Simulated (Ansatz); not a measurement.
Reaction (germylene formation by 1,1-elimination): `[NH2][GeH]([SH])[TeH]` → `[NH2][Ge][SH]` + H₂Te

Calculated with Ansatz (gas phase, PBE0-D4/def2-TZVP geometries, no zero-point term in ΔE). CCSD(T)/CBS adds triple-zeta CCSD(T) − MP2 to the extrapolated MP2 energy (def2 sets, frozen cores). Functionals use def2-TZVPP. def2 core potentials past Kr. For Ge, Te outer-core shells are correlated without core-valence functions, which leaves a few kJ/mol of doubt a bond. Scalar relativity is left out up to krypton. One conformer a species, not always the lowest.

```
           level  ΔE (kJ/mol)  difference from CCSD(T)/CBS
     LDA (SPW92)        111.6                          9.0
       revPBE-D4         87.1                        -15.5
          B97M-V         98.7                         -3.9
         PBE0-D4        109.8                          7.2
    CAM-B3LYP-D4         90.9                        -11.7
     HF/def2-SVP         91.2                        -11.4
   CCSD/def2-SVP         94.0                         -8.6
CCSD(T)/def2-SVP         94.1                         -8.5
 CCSD/def2-TZVPP        105.3                          2.7
  MP2/def2-QZVPP        121.1                         18.5
     CCSD(T)/CBS        102.6                            0
```

Largest T1 diagnostic among the species: 0.014.

From BLYP to BHLYP (50 % exact exchange), in def2-TZVPP and without D4, ΔE moves by +40.5 kJ/mol. At CCSD(T), def2-SVP lies −8.5 kJ/mol from the extrapolated value and def2-TZVPP +4.8 kJ/mol.
